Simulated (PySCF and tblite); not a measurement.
Values are calculated unless marked as measured or tabulated.
2 E/Z isomers of C8H10N2, numbered alike:

```tsv
isomer	SMILES	descriptors
A	[CH3:1][C:2]([CH3:3])([CH3:4])/[C:5]([C:6]#[N:7])=[CH:8]/[C:9]#[N:10]	5=8 Z
B	[CH3:1][C:2]([CH3:3])([CH3:4])/[C:5]([C:6]#[N:7])=[CH:8]\[C:9]#[N:10]	5=8 E
```

Each isomer is a Boltzmann average at 298.15 K over at most 3 conformers: GFN2-xTB geometries, energies PBE0/pcSseg-1 (D3(BJ) added where defined), GFN2-xTB thermal terms. Programs: PySCF with density fitting and tblite.

Q: Rank the isomers by free energy at 298.15 K.

A: 
```csv
isomer,ΔG (kcal/mol),"ΔE, lowest conformer",conformers,largest weight %,rms dipole (D)
A,0.0,0.0,2,96,6.58
B,1.0,1.2,2,55,2.10
```

Q: If they could interconvert freely, what would the mixture hold (chiral isomers as racemates)?

A: A 84 %, B 16 %. A racemate gains RT ln 2.
